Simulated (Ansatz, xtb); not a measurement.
## Two conformers of ClH2O2Si−

We compare X, `[O-][Si@H](O)Cl`, a singlet, with Y, `[O-][Si@H](O)Cl`, a singlet. Both are isolated ions in the gas phase, relaxed with PBE0-D3(BJ)/def2-SVPD.

X (Å):

| atom | x (Å) | y (Å) | z (Å) |
| --- | --- | --- | --- |
| Cl | -1.8297 | -0.5938 | 0.1026 |
| O | 1.0240 | -0.1797 | 0.8252 |
| O | 0.3269 | 1.0917 | -1.5765 |
| Si | -0.0672 | 0.7331 | -0.1117 |
| H | -0.5183 | 1.8479 | 0.7883 |
| H | 0.5580 | -0.8454 | 1.3371 |

Y (Å):

```xyz
6

Cl   -4.4555    4.4417    0.4457
O    -4.2423    1.5989   -0.9122
O    -2.0051    2.6429    0.3626
Si   -3.3727    2.8689   -0.6278
H    -2.8196    3.6899   -1.7531
H    -2.1243    1.8247    0.8539
```

Estimate E(Y) − E(X) at the level CCSD(T)/def2-SVPD + ΔMP2/def2-TZVPPD.

Calculated at CCSD(T)/def2-SVPD + ΔMP2/def2-TZVPPD: E(Y) − E(X) = −0.057 eV, so structure Y lies lower.

The same difference at several levels:

```tsv
level	geometry	E(Y) − E(X) (eV)	departure from the last row (eV)	job, with rough time for the two
PBE0-D3(BJ)/def2-SVPD	PBE0-D3(BJ)/def2-SVPD	−0.048	+0.009	optimisation, 50 s
HF/def2-SVPD	PBE0-D3(BJ)/def2-SVPD	−0.067	−0.010	part of the CCSD(T) run
MP2/def2-SVPD	PBE0-D3(BJ)/def2-SVPD	−0.057	0.000	part of the CCSD(T) run
CCSD(T)/def2-SVPD	PBE0-D3(BJ)/def2-SVPD	−0.057	0.000	single point
CCSD(T)/def2-SVPD + ΔMP2/def2-TZVPPD	PBE0-D3(BJ)/def2-SVPD	−0.057		single point, 30 s
```

The levels shown agree on the order. The largest departure from CCSD(T)/def2-SVPD + ΔMP2/def2-TZVPPD is that of HF/def2-SVPD, 0.010 eV. Levels run at GFN2-xTB geometries aren't shown. The last row adds to CCSD(T) the change of the MP2 difference between the two basis sets, here 0.000 eV.

With harmonic frequencies from PBE0-D3(BJ)/def2-SVPD (ideal gas, rigid rotor, one conformer each, 298.15 K, 1 atm): on the last row, ΔE + ΔZPE = −0.049, ΔH = −0.054, ΔG = −0.042 eV.

The correlated steps freeze 12 core orbitals. Codes used: Ansatz 0.2.0; the last row on 2 threads of Arm Neoverse V1 on a shared host.
